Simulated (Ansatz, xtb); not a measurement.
**Ligand exchange: C2H6Si + C2H7BO2 → C2H6OSi + C2H7BO**

Gas-phase species: C2H6Si `C=C[SiH3]`, singlet; C2H7BO2 `COB(C)O`, singlet; C2H6OSi `C=C[SiH2]O`, singlet; C2H7BO `CBOC`, singlet. The partners trade H for OH: Si–H and B–OH bonds give way to Si–OH and B–H.

Shapes, held fixed at every level: PBE0-D4/def2-TZVP. Flexible molecules stand in one conformer, not always the lowest. Programs: Ansatz 0.2.0, xtb 6.7.1. The zero-point and thermal change to 298 K, harmonic and unscaled (PBE0-D4/def2-TZVP), is 0.0 kJ/mol.

```json
{"level": "GFN1-xTB", "kind": "semi-empirical", "ΔH(298 K) (kJ/mol)": "-21.3", "less CCSD(T)/CBS estimate": "-58.7"}
{"level": "r2SCAN-D4/def2-TZVPP", "kind": "meta-GGA", "ΔH(298 K) (kJ/mol)": "+41.5", "less CCSD(T)/CBS estimate": "+4.1"}
{"level": "wB97X-V/def2-TZVPP", "kind": "range-separated hybrid", "ΔH(298 K) (kJ/mol)": "+39.9", "less CCSD(T)/CBS estimate": "+2.5"}
{"level": "B2PLYP/def2-TZVPP", "kind": "double hybrid", "ΔH(298 K) (kJ/mol)": "+37.1", "less CCSD(T)/CBS estimate": "-0.3"}
{"level": "MP2/def2-SVP", "kind": "perturbation theory", "ΔH(298 K) (kJ/mol)": "+67.3", "less CCSD(T)/CBS estimate": "+29.9"}
{"level": "CCSD(T)/def2-SVP", "kind": "coupled cluster or CI", "ΔH(298 K) (kJ/mol)": "+70.1", "less CCSD(T)/CBS estimate": "+32.7"}
{"level": "CCSD/def2-SVP", "kind": "coupled cluster or CI", "ΔH(298 K) (kJ/mol)": "+69.0", "less CCSD(T)/CBS estimate": "+31.6"}
{"level": "CCSD/def2-TZVPP", "kind": "coupled cluster or CI", "ΔH(298 K) (kJ/mol)": "+40.1", "less CCSD(T)/CBS estimate": "+2.7"}
{"level": "CCSD(T)/CBS estimate", "kind": "coupled cluster or CI", "ΔH(298 K) (kJ/mol)": "+37.4", "less CCSD(T)/CBS estimate": "0.0"}
```

The highest level, CCSD(T)/CBS estimate, gives ΔH(298 K) = +37.4 kJ/mol; the levels span -21.3 to +70.1. They disagree on the sign: 8 of 9 are positive. GFN1-xTB strays far from the other rows. The column of differences is taken from that level and isn't an error. No measured value is set beside it here. The CBS estimate extrapolates MP2 from def2-TZVPP and def2-QZVPP and adds CCSD(T) − MP2 in the triple-zeta set, cores frozen.
